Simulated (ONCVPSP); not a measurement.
Pseudopotential generation for Ga: ONCV, LDA (Perdew-Wang 92), fully relativistic.

| Property | Result |
| --- | --- |
| Element | Ga |
| Generator | ONCVPSP 4.0.1 |
| Type | optimised norm-conserving Vanderbilt (ONCV) |
| Functional | LDA (Perdew-Wang 92) |
| Relativity | fully relativistic |
| Frozen core | [Ne] 3s2 |
| Valence charge | 19 |
| Reference configuration | 3p6 3d10 4s2 (charge +1) |
| Partial waves | 4s: rc 1.55 bohr, ncon 3, nbas 6, qcut 4.1 1/bohr, 1 projector; 3p: rc 1.00 bohr, ncon 4, nbas 7, qcut 14.9 1/bohr, 2 projectors, debl 2.6 Ha; 3d: rc 1.35 bohr, ncon 4, nbas 8, qcut 13.9 1/bohr, 2 projectors, debl 1.2 Ha |
| Local potential | polynomial inside 0.90 bohr (lpopt 2, dvloc0 1 Ha) |
| Core correction | Teter function, fcfact 2.5, rcfact 1.5 |

Open shells are filled in proportion to 2j + 1.

In the p channel the program set the typed energies aside and used -3.889, 0.250 Ha (j = l + 1/2; the other j can differ).

All-electron outer shells of the reference configuration (LDA (PZ), scalar-relativistic, ld1.x):

```json
{"shell": "3s", "level (eV)": "-155.80", "outermost node (bohr)": "0.27", "outermost maximum (bohr)": "0.56"}
{"shell": "3p", "level (eV)": "-107.03", "outermost node (bohr)": "0.24", "outermost maximum (bohr)": "0.56"}
{"shell": "3d", "level (eV)": "-27.75", "outermost node (bohr)": "–", "outermost maximum (bohr)": "0.53"}
{"shell": "4s", "level (eV)": "-16.66", "outermost node (bohr)": "0.81", "outermost maximum (bohr)": "1.85"}
```

Results:

```
Cutoffs needed             : 68 Ha and 76 Ha (the cutoffs (Ha) at which the residual kinetic energy of the hardest occupied pseudo-wave falls to 1 and 0.1 mHa per electron)
Ghost test                 : ghosts flagged at negative energy: s at -19.7 eV; no localised positive-energy state flagged; a true bound ghost makes a file unfit for plane-wave use
Configuration tests        : 3 of 4 tests not solved or not reliable
rms error of d²Exc/dni dnj : 9.61 mHa without and 7.97 mHa with the model core
```

Generation and tests took about 4 s on one core of a shared server CPU.
